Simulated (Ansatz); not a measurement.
`N#[C][GaH2]` + `C[S][SnH3]` → `C[S][GaH2]` + `N#[C][SnH3]`  (redistribution)

Gas-phase electronic energies from Ansatz, PBE0-D4/def2-TZVP geometries. CCSD(T)/CBS is the MP2 limit (def2-TZVPP, def2-QZVPP) plus CCSD(T) − MP2 in def2-TZVPP, frozen cores. DFT in def2-TZVPP. B3LYP here is the variant with VWN-RPA as its local correlation; programs differ in this. HSE06 is defined as in plane-wave codes. Elements past krypton have def2 core potentials. For Ga, Sn outer-core shells are correlated without core-valence functions, which leaves a few kJ/mol of doubt a bond. Scalar relativity is left out up to krypton.

```json
{"level": "LDA (SPW92)", "ΔE (kcal/mol)": "-7.0", "difference from CCSD(T)/CBS": "-2.1"}
{"level": "PBE-D4", "ΔE (kcal/mol)": "-5.6", "difference from CCSD(T)/CBS": "-0.7"}
{"level": "revPBE-D4", "ΔE (kcal/mol)": "-5.1", "difference from CCSD(T)/CBS": "-0.2"}
{"level": "BLYP-D4", "ΔE (kcal/mol)": "-5.1", "difference from CCSD(T)/CBS": "-0.2"}
{"level": "r2SCAN-D4", "ΔE (kcal/mol)": "-5.5", "difference from CCSD(T)/CBS": "-0.6"}
{"level": "B97M-V", "ΔE (kcal/mol)": "-5.6", "difference from CCSD(T)/CBS": "-0.7"}
{"level": "PBE0-D4", "ΔE (kcal/mol)": "-5.1", "difference from CCSD(T)/CBS": "-0.2"}
{"level": "B3LYP-D4", "ΔE (kcal/mol)": "-4.8", "difference from CCSD(T)/CBS": "0.1"}
{"level": "r2SCANh-D4", "ΔE (kcal/mol)": "-5.4", "difference from CCSD(T)/CBS": "-0.5"}
{"level": "HSE06-D4", "ΔE (kcal/mol)": "-5.1", "difference from CCSD(T)/CBS": "-0.2"}
{"level": "BHLYP-D4", "ΔE (kcal/mol)": "-4.4", "difference from CCSD(T)/CBS": "0.5"}
{"level": "CAM-B3LYP-D4", "ΔE (kcal/mol)": "-5.1", "difference from CCSD(T)/CBS": "-0.2"}
{"level": "ωB97X-V", "ΔE (kcal/mol)": "-4.8", "difference from CCSD(T)/CBS": "0.1"}
{"level": "ωB97M-V", "ΔE (kcal/mol)": "-4.8", "difference from CCSD(T)/CBS": "0.1"}
{"level": "PBE-QIDH", "ΔE (kcal/mol)": "-5.1", "difference from CCSD(T)/CBS": "-0.2"}
{"level": "PBE", "ΔE (kcal/mol)": "-5.7", "difference from CCSD(T)/CBS": "-0.8"}
{"level": "revPBE", "ΔE (kcal/mol)": "-5.2", "difference from CCSD(T)/CBS": "-0.3"}
{"level": "BLYP", "ΔE (kcal/mol)": "-5.4", "difference from CCSD(T)/CBS": "-0.5"}
{"level": "r2SCAN", "ΔE (kcal/mol)": "-5.6", "difference from CCSD(T)/CBS": "-0.7"}
{"level": "B3LYP", "ΔE (kcal/mol)": "-5.1", "difference from CCSD(T)/CBS": "-0.2"}
{"level": "r2SCANh", "ΔE (kcal/mol)": "-5.4", "difference from CCSD(T)/CBS": "-0.5"}
{"level": "r2SCAN0", "ΔE (kcal/mol)": "-5.2", "difference from CCSD(T)/CBS": "-0.3"}
{"level": "HSE06", "ΔE (kcal/mol)": "-5.2", "difference from CCSD(T)/CBS": "-0.3"}
{"level": "BHLYP", "ΔE (kcal/mol)": "-4.7", "difference from CCSD(T)/CBS": "0.2"}
{"level": "CAM-B3LYP", "ΔE (kcal/mol)": "-5.2", "difference from CCSD(T)/CBS": "-0.3"}
{"level": "LC-ωPBE", "ΔE (kcal/mol)": "-5.1", "difference from CCSD(T)/CBS": "-0.2"}
{"level": "HF/def2-SVP", "ΔE (kcal/mol)": "-3.4", "difference from CCSD(T)/CBS": "1.5"}
{"level": "MP2/def2-SVP", "ΔE (kcal/mol)": "-5.7", "difference from CCSD(T)/CBS": "-0.8"}
{"level": "CCSD/def2-SVP", "ΔE (kcal/mol)": "-5.6", "difference from CCSD(T)/CBS": "-0.7"}
{"level": "CCSD(T)/def2-SVP", "ΔE (kcal/mol)": "-6.1", "difference from CCSD(T)/CBS": "-1.2"}
{"level": "HF/def2-TZVPP", "ΔE (kcal/mol)": "-3.8", "difference from CCSD(T)/CBS": "1.1"}
{"level": "MP2/def2-TZVPP", "ΔE (kcal/mol)": "-5.1", "difference from CCSD(T)/CBS": "-0.2"}
{"level": "SCS-MP2/def2-TZVPP", "ΔE (kcal/mol)": "-4.8", "difference from CCSD(T)/CBS": "0.1"}
{"level": "CCSD/def2-TZVPP", "ΔE (kcal/mol)": "-5.2", "difference from CCSD(T)/CBS": "-0.3"}
{"level": "CCSD(T)/def2-TZVPP", "ΔE (kcal/mol)": "-5.6", "difference from CCSD(T)/CBS": "-0.7"}
{"level": "HF/def2-QZVPP", "ΔE (kcal/mol)": "-3.4", "difference from CCSD(T)/CBS": "1.5"}
{"level": "MP2/def2-QZVPP", "ΔE (kcal/mol)": "-4.5", "difference from CCSD(T)/CBS": "0.4"}
{"level": "SCS-MP2/def2-QZVPP", "ΔE (kcal/mol)": "-4.3", "difference from CCSD(T)/CBS": "0.6"}
{"level": "HF/CBS(def2)", "ΔE (kcal/mol)": "-3.3", "difference from CCSD(T)/CBS": "1.6"}
{"level": "MP2/CBS(def2)", "ΔE (kcal/mol)": "-4.4", "difference from CCSD(T)/CBS": "0.5"}
{"level": "CCSD(T)/CBS", "ΔE (kcal/mol)": "-4.9", "difference from CCSD(T)/CBS": "0"}
```

Largest T1 diagnostic among the species: 0.014.

In def2-TZVPP, CCSD(T) changes the Hartree–Fock value by −1.8 kcal/mol (the triples alone add −0.3 kcal/mol) and MP2 by −1.3 kcal/mol. Leaving LDA and LC-ωPBE aside and taking each functional with its dispersion term where it has one, the values spread over 1.1 kcal/mol, from PBE-D4 to BHLYP-D4. LDA lies −1.2 kcal/mol from PBE without D4. At CCSD(T), def2-SVP lies −1.2 kcal/mol from the extrapolated value and def2-TZVPP −0.7 kcal/mol.
